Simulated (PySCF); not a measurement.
A geometry optimisation, step by step.

Compound: C6H3FNP.
SMILES with atom numbers: `[N:1]#[C:2][c:3]1[cH:4][cH:5][cH:6][c:7]([F:8])[p:9]1` (hydrogens: H10 on C4; H11 on C5; H12 on C6)

Method: PySCF, PBE0-D3(BJ)/def2-SVP geometry optimisation, gas phase; density fitting, grid level 1; the optimiser is geomeTRIC in internal coordinates, started from a GFN2-xTB structure with every atom displaced at random (about 0.01 Å). The frame can shift and turn from step to step; on so coarse a grid that alone can change the energy by a few meV, and forces under 0.02 eV/Å are noise.

Step 0: E = -19739.4332 eV, largest atomic force 2.723 eV/Å
```
atom  x, y, z in Å  |  force x, y, z in eV/Å
N1      3.500   -1.347   -0.648   -1.788   0.547   0.289
C2      2.388   -1.012   -0.460    2.108  -0.815  -0.372
C3      1.042   -0.606   -0.227    0.903   0.160   0.031
C4      0.852    0.760   -0.062   -2.674  -0.470   0.211
C5     -0.440    1.277    0.169    0.931   0.123   0.034
C6     -1.573    0.493    0.279    0.660  -0.430  -0.158
C7     -1.509   -0.884    0.151   -0.936  -0.281   0.096
F8     -2.673   -1.546    0.264    0.202   0.147   0.027
P9     -0.130   -1.882   -0.133   -0.054  -0.493  -0.123
H10     1.661    1.428   -0.117    1.350   0.960  -0.123
H11    -0.552    2.349    0.301    0.025   0.261  -0.021
H12    -2.527    0.942    0.475   -0.726   0.291   0.108
```

Step 1: E = -19739.4918 eV, largest atomic force 0.484 eV/Å
```
atom  x, y, z in Å  |  force x, y, z in eV/Å
N1      3.366   -1.662   -0.757   -0.128   0.415   0.215
C2      2.402   -1.075   -0.474    0.192  -0.308  -0.303
C3      1.094   -0.558   -0.209   -0.097  -0.234   0.155
C4      0.845    0.804   -0.046    0.211   0.321  -0.074
C5     -0.429    1.318    0.183    0.032  -0.079   0.087
C6     -1.563    0.515    0.287   -0.036   0.086   0.009
C7     -1.512   -0.864    0.166    0.011  -0.042  -0.001
F8     -2.662   -1.528    0.280   -0.052   0.013   0.036
P9     -0.100   -1.846   -0.117   -0.054  -0.066  -0.060
H10     1.689    1.504   -0.108   -0.113  -0.132  -0.009
H11    -0.549    2.396    0.304    0.029   0.025  -0.030
H12    -2.541    0.967    0.479    0.005   0.000  -0.026
```

Step 2: E = -19739.5197 eV, largest atomic force 0.632 eV/Å
```
atom  x, y, z in Å  |  force x, y, z in eV/Å
N1      3.428   -1.503   -0.719    0.116   0.216   0.082
C2      2.397   -1.033   -0.470   -0.163  -0.583  -0.182
C3      1.054   -0.606   -0.218    0.392   0.062   0.023
C4      0.852    0.766   -0.061   -0.371   0.059   0.052
C5     -0.412    1.296    0.182   -0.031   0.098   0.027
C6     -1.558    0.511    0.293    0.053   0.033  -0.011
C7     -1.538   -0.871    0.167   -0.031   0.064   0.035
F8     -2.706   -1.499    0.304    0.015  -0.036  -0.016
P9     -0.152   -1.887   -0.142    0.068   0.132  -0.004
H10     1.711    1.439   -0.132   -0.025  -0.047  -0.002
H11    -0.511    2.377    0.297   -0.021   0.011  -0.003
H12    -2.526    0.981    0.488   -0.001  -0.011  -0.001
```

Step 3: E = -19739.5366 eV, largest atomic force 0.351 eV/Å
```
atom  x, y, z in Å  |  force x, y, z in eV/Å
N1      3.462   -1.469   -0.703    0.178   0.057   0.005
C2      2.404   -1.052   -0.479   -0.317  -0.148  -0.029
C3      1.061   -0.619   -0.225    0.045   0.107   0.010
C4      0.833    0.753   -0.065    0.089   0.110   0.017
C5     -0.419    1.305    0.187    0.013  -0.238  -0.052
C6     -1.560    0.515    0.299   -0.053   0.002   0.006
C7     -1.535   -0.868    0.170   -0.014   0.089   0.017
F8     -2.704   -1.496    0.309    0.023  -0.053  -0.020
P9     -0.152   -1.889   -0.154   -0.034   0.078   0.039
H10     1.691    1.422   -0.141    0.078   0.052  -0.005
H11    -0.512    2.388    0.297    0.011  -0.034   0.001
H12    -2.531    0.980    0.495   -0.019  -0.024   0.012
```

Step 4: E = -19739.5392 eV, largest atomic force 0.314 eV/Å
```
atom  x, y, z in Å  |  force x, y, z in eV/Å
N1      3.480   -1.449   -0.699    0.082  -0.023  -0.029
C2      2.404   -1.069   -0.491   -0.145   0.107   0.054
C3      1.072   -0.612   -0.229   -0.096   0.033  -0.011
C4      0.842    0.761   -0.068   -0.029  -0.237   0.002
C5     -0.421    1.284    0.187    0.027   0.312  -0.002
C6     -1.577    0.517    0.306    0.100  -0.249  -0.034
C7     -1.545   -0.864    0.176    0.003  -0.036  -0.025
F8     -2.700   -1.518    0.305    0.013   0.047   0.011
P9     -0.151   -1.870   -0.150   -0.004  -0.063   0.016
H10     1.694    1.438   -0.146    0.016   0.061   0.003
H11    -0.514    2.367    0.296    0.002   0.029   0.011
H12    -2.545    0.985    0.503    0.031   0.022   0.004
```

Step 5: E = -19739.5439 eV, largest atomic force 0.099 eV/Å
```
atom  x, y, z in Å  |  force x, y, z in eV/Å
N1      3.477   -1.435   -0.699    0.007   0.007  -0.012
C2      2.399   -1.063   -0.490   -0.021   0.014   0.022
C3      1.064   -0.616   -0.228   -0.053   0.040  -0.013
C4      0.840    0.758   -0.068    0.010  -0.099   0.006
C5     -0.419    1.291    0.187    0.012   0.096  -0.017
C6     -1.568    0.513    0.304   -0.011  -0.091  -0.002
C7     -1.543   -0.868    0.176    0.036  -0.032  -0.028
F8     -2.702   -1.515    0.307   -0.004   0.048   0.013
P9     -0.154   -1.879   -0.149    0.017  -0.028   0.014
H10     1.696    1.431   -0.147    0.007   0.028   0.001
H11    -0.512    2.374    0.296   -0.005   0.001   0.009
H12    -2.537    0.980    0.502    0.005   0.016   0.008
```

Step 6: E = -19739.5441 eV, largest atomic force 0.106 eV/Å
```
atom  x, y, z in Å  |  force x, y, z in eV/Å
N1      3.479   -1.420   -0.703   -0.012   0.015  -0.003
C2      2.398   -1.055   -0.491    0.024  -0.030   0.000
C3      1.061   -0.618   -0.230   -0.001   0.030  -0.002
C4      0.837    0.755   -0.068    0.015   0.007  -0.001
C5     -0.421    1.291    0.186   -0.023   0.003  -0.002
C6     -1.567    0.507    0.303    0.094   0.048  -0.010
C7     -1.537   -0.873    0.174   -0.083   0.022   0.021
F8     -2.702   -1.505    0.313    0.000  -0.087  -0.008
P9     -0.150   -1.887   -0.147   -0.016   0.005   0.005
H10     1.693    1.429   -0.147   -0.004  -0.002  -0.001
H11    -0.516    2.373    0.298    0.002   0.000   0.001
H12    -2.536    0.972    0.503    0.005  -0.011   0.001
```

Step 7: E = -19739.5447 eV, largest atomic force 0.030 eV/Å
```
atom  x, y, z in Å  |  force x, y, z in eV/Å
N1      3.479   -1.414   -0.706    0.000   0.003  -0.006
C2      2.397   -1.053   -0.493    0.009  -0.007   0.005
C3      1.061   -0.615   -0.231    0.004   0.005   0.000
C4      0.837    0.757   -0.069    0.003   0.013  -0.004
C5     -0.422    1.292    0.185   -0.001  -0.029   0.000
C6     -1.565    0.505    0.303   -0.024   0.018   0.006
C7     -1.539   -0.876    0.176    0.011  -0.007   0.005
F8     -2.699   -1.518    0.314    0.004   0.009   0.001
P9     -0.149   -1.885   -0.145    0.004   0.003  -0.003
H10     1.693    1.433   -0.148   -0.005  -0.004  -0.002
H11    -0.519    2.374    0.299   -0.004  -0.001  -0.001
H12    -2.535    0.970    0.505   -0.003  -0.002   0.001
```

Step 8: E = -19739.5448 eV, largest atomic force under 0.02 eV/Å
```
atom  x, y, z in Å  |  force x, y, z in eV/Å
N1      3.482   -1.409   -0.709   -0.001   0.002  -0.005
C2      2.399   -1.050   -0.495    0.003   0.002   0.004
C3      1.062   -0.613   -0.231    0.000   0.001  -0.002
C4      0.836    0.759   -0.070    0.000   0.000  -0.001
C5     -0.424    1.291    0.186   -0.001  -0.002   0.001
C6     -1.567    0.503    0.305   -0.006  -0.002   0.002
C7     -1.537   -0.878    0.178    0.005  -0.004  -0.002
F8     -2.696   -1.522    0.315    0.003   0.004   0.004
P9     -0.146   -1.885   -0.145    0.002  -0.001   0.001
H10     1.690    1.436   -0.150   -0.001   0.001  -0.002
H11    -0.522    2.372    0.299   -0.002   0.000  -0.001
H12    -2.537    0.967    0.507   -0.001  -0.001   0.001
```

Task: Summarise the path.

Result: The energy falls by 10.77 kJ/mol from step 0 to step 8; nine tenths of that is first reached at step 3. It falls at every step. The largest force goes from 2.723 to under 0.02 eV/Å. Among the bonds C4–H10 changes most, from 1.050 to 1.093 Å; the atoms move by 0.024 Å rms after alignment.

Task: Follow the three bonds and two angles with the largest change from start to end.

Result: 
```csv
step,E above end (kJ/mol),largest force (eV/Å),C4–H10 (Å),C6–H12 (Å),C3–P9 (Å),C3–C4–H10 (°),C2–C3–C4 (°)
0,10.77,2.723,1.050,1.072,1.735,120.9,115.4
1,5.11,0.484,1.098,1.094,1.759,118.6,122.5
2,2.42,0.632,1.094,1.094,1.760,119.0,116.6
3,0.79,0.351,1.091,1.094,1.758,117.7,118.0
4,0.54,0.314,1.091,1.094,1.756,118.1,119.1
5,0.09,0.099,1.092,1.094,1.756,118.1,118.4
6,0.06,0.106,1.093,1.094,1.756,118.1,118.0
7,0.01,0.030,1.093,1.094,1.756,118.2,118.1
8,0.00,under 0.02,1.093,1.094,1.756,118.2,118.1
```

What follows is the cost of the whole optimisation. Time: 86 s of wall time; peak memory 0.56 GiB. Hardware: an Arm Neoverse V1 with one thread, shared host with 32 logical CPUs at a one-minute load of 18.
